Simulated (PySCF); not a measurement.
Protons, H atoms and electrons added to or taken from c1cc[nH]c1. Gas-phase values, no solvent. Strings in code marks are SMILES.

The highest occupied spin orbital from two functionals at the same geometries (CAM-B3LYP-D3(BJ)/def2-TZVP), both in PySCF: PBE-D3(BJ)/def2-TZVP and TPSSh-D3(BJ)/def2-TZVP. 

```tsv
species	TPSSh-D3(BJ)/def2-TZVP (eV)
H atom removed from C1 (`[c]1cc[nH]c1`)	-5.62
H atom removed from C3 (`[c]1ccc[nH]1`)	-5.49
H atom removed from N4 (`C1C=C[N]C=1`)	-6.51
```

Question: What does PBE-D3(BJ)/def2-TZVP give for each?

Answer: 
- H atom removed from C1 (`[c]1cc[nH]c1`): -5.24
- H atom removed from C3 (`[c]1ccc[nH]1`): -5.13
- H atom removed from N4 (`C1C=C[N]C=1`): -6.04
Over these rows, drawn at random from the members with no instability flagged (it was tested for open shells, ions and some series alone), PBE minus TPSSh-D3(BJ): mean +0.40 eV, from +0.37 eV to +0.47 eV.
